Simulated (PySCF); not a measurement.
SMILES CB(C)[S][Al]([CH3])[CH3] (C4H12AlBS) at its GFN2-xTB optimised geometry (Å):

```
19

B     -0.2351    -0.0005     0.0000
C     -1.0723     1.3492     0.0000
C     -1.0012    -1.3849    -0.0141
S      1.5482    -0.0005     0.0000
Al     1.9690     2.1979     0.0761
C      2.7978     2.8974    -1.5912
C      1.6049     3.1011     1.8151
H     -0.4916     2.2163    -0.3478
H     -1.4077     1.5803     1.0121
H     -1.9690     1.2846    -0.6146
H     -1.3119    -1.6206    -1.0326
H     -0.3892    -2.2163     0.3263
H     -1.9099    -1.3620     0.5847
H      3.2663     3.8744    -1.4440
H      2.0796     3.0120    -2.4110
H      3.5743     2.2188    -1.9640
H      1.0253     4.0206     1.6860
H      2.5297     3.3977     2.3204
H      1.0532     2.4688     2.5207
```

Calculation: PySCF with B3LYP/def2-SVP.

Map of the log10 of the electron density (e/bohr³), floored at −4 on the plane z = 1.2 Å:

```
|             :=+*##*+=--:.   |
|            .:=*#%%#*++=-:.  |
|            .-=*#%@%##*+=-.  |
|           .:-=*#%@@%%#*=-:  |
|        .::::-=+#%@@@%#*+-:. |
|      .:------=+#%@@@%#*+=:. |
|     .:-=+++===+*%@@@%#*+-:. |
|     .-=*##*+==+*#%%%%#*=-:. |
|     :=+#%%%*+==+*####*+=-:  |
|    .:=*#@@%#*==++****++=:.  |
|    .:=*#%@%#*+=++****+=-:.  |
|     :-+*#%#**+++*****+=-:   |
|     .-=+*********###*+=-:   |
|     .:-==++*****####**+-:   |
|     .:--=++*****####**+-:   |
|     :-==+++*****####*+=-:   |
|    .-=+******++**##**+=-.   |
|    :-+*##***+++++***+=-:    |
|    :=+*###**++===+++=-:.    |
|    :=+*###***+=--==--:.     |
|    :-=+******+=-::::..      |
|    .:-=+++***+=-:..         |
|     .:--==++++=-.           |
|      ..::-====-:            |
|        ..::---:.            |
|          .....              |
|                             |
|                             |
|                             |
```
Scale: ten equal steps from -4.00 (start of ' ') to -0.732 (end of '@'), in the order ' .:-=+*#%@'; x runs from -4.50 to 4.50, y from -4.50 (bottom) to 4.50 (top).
